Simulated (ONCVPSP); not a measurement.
**What the settings do to the ONCV potential of Ni**

Base potential:

- Element: Ni
- Generator: ONCVPSP 4.0.1
- Type: optimised norm-conserving Vanderbilt (ONCV)
- Functional: PW91
- Relativity: scalar-relativistic
- Frozen core: [Ne]
- Valence charge: 18
- Reference configuration: 3s2 3p6 3d8 4s1.5 (charge +0.5)
- Partial waves: 3s+4s: rc 1.10 bohr, ncon 5, nbas 9, qcut 9 1/bohr, 2 projectors; 3p: rc 1.15 bohr, ncon 4, nbas 7, qcut 11.2 1/bohr, 3 projectors, debl 2.7 Ha; 3d: rc 1.55 bohr, ncon 4, nbas 9, qcut 8.6 1/bohr, 3 projectors, debl 0.6 Ha
- Local potential: polynomial inside 0.70 bohr (lpopt 1, dvloc0 0 Ha)
- Core correction: Teter function, fcfact 2.25, rcfact 1.45

In the p channel the program set the typed energies aside and used -2.786, 0.250, 2.950 Ha.

Cutoffs, loose and tight: the cutoffs (Ha) at which the residual kinetic energy of the hardest occupied pseudo-wave falls to 1 and 0.1 mHa per electron. They do not see the model core or the augmentation charge, which bear on the density cutoff. Test errors are all-electron minus pseudo excitation energies from the reference, over the configurations 3s2 3p6 3d8 4s2; 3s2 3p6 3d8 4s1; 3s2 3p6 3d8 4s0; 3s1 3p6 3d8 4s2. A dash means not determined; rows that change the core or the reference have their own tests.

```csv
change,outcome,"cutoff, loose","cutoff, tight",bound ghosts,GHOST(+) flags above zero,largest test error (meV)
base,"generated, projector energies reset by the program",43 Ha,171 Ha,none,d,-484
d: nbas 7,"generated, projector energies reset by the program",43 Ha,171 Ha,none,d,-460
fully relativistic,"generated, projector energies reset by the program",43 Ha,171 Ha,none,"d5/2, d3/2",-460
"core correction Teter function, fcfact 5.25, rcfact 1.55","generated, projector energies reset by the program",43 Ha,171 Ha,none,d,-495
```

(1) What comes out with this change to the base: s: rc 0.82?

(2) What comes out with this change to the base: reference 3s2 3p6 3d8 4s2?

## Answers

(1) outcome: generated, projector energies reset by the program; cutoff, loose: 293 Ha; cutoff, tight: 344 Ha; bound ghosts: none; GHOST(+) flags above zero: d; largest test error (meV): -376.

(2) outcome: generated; cutoff, loose: 43 Ha; cutoff, tight: 171 Ha; bound ghosts: none; GHOST(+) flags above zero: d; largest test error (meV): +47.
